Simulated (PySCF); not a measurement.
Excitation energies in several basis sets

AlBrH₂.
SMILES with atom numbers: `[AlH2:1][Br:2]` (hydrogens: H3, H4 on Al1)

TDDFT with PBE0 (PySCF), vertical singlets, core orbitals frozen in the response, spherical d and f functions. Geometry: PBE0-D3(BJ)/def2-SVP; no solvent, vibrations or thermal averaging. Relativistic effects, spin–orbit coupling among them, are left out although an element past zinc is present.

| basis | functions | diffuse | S1 (eV) | S2 (eV) | S3 (eV) | S4 (eV) | S5 (eV) | LUMO (eV) | α (au) |
| --- | --- | --- | --- | --- | --- | --- | --- | --- | --- |
| 6-31G* | 54 | no | 5.05 | 6.01 | 6.19 | 6.45 | 6.90 | -1.78 | 38.0 |
| def2-SVP | 60 | no | 5.05 | 6.05 | 6.19 | 6.47 | 7.09 | -1.72 | 39.1 |
| def2-SVPD | 81 | yes | 5.08 | 6.06 | 6.19 | 6.50 | 6.80 | -1.79 | 50.6 |
| aug-cc-pVDZ | 81 | yes | 5.03 | 6.02 | 6.17 | 6.45 | 6.70 | -1.84 | 50.1 |
| def2-TZVP | 97 | no | 5.11 | 6.07 | 6.20 | 6.46 | 6.93 | -1.75 | 46.4 |
| def2-TZVPD | 118 | yes | 5.10 | 6.06 | 6.20 | 6.45 | 6.76 | -1.77 | 50.8 |
| aug-cc-pVTZ | 155 | yes | 5.08 | 6.04 | 6.19 | 6.43 | 6.71 | -1.79 | 50.9 |

**Question.** Compare the sets with the largest diffuse one.

**Answer.** States are compared by their number. Against the largest diffuse basis here (aug-cc-pVTZ, itself not a converged limit), sets without diffuse functions differ by up to 0.04 eV in S1 and 0.37 eV in S5; the smaller diffuse sets differ by up to 0.05 and 0.09 eV. State by state, the largest deviation of a set without diffuse functions is S1 0.04, S2 0.03, S3 0.01, S4 0.03, S5 0.37 eV. The same number needn't mean the same state in each row. Against aug-cc-pVTZ the polarisability deviates by -25% in 6-31G*, -23% in def2-SVP, -1% in def2-SVPD, -2% in aug-cc-pVDZ, -9% in def2-TZVP, 0% in def2-TZVPD.
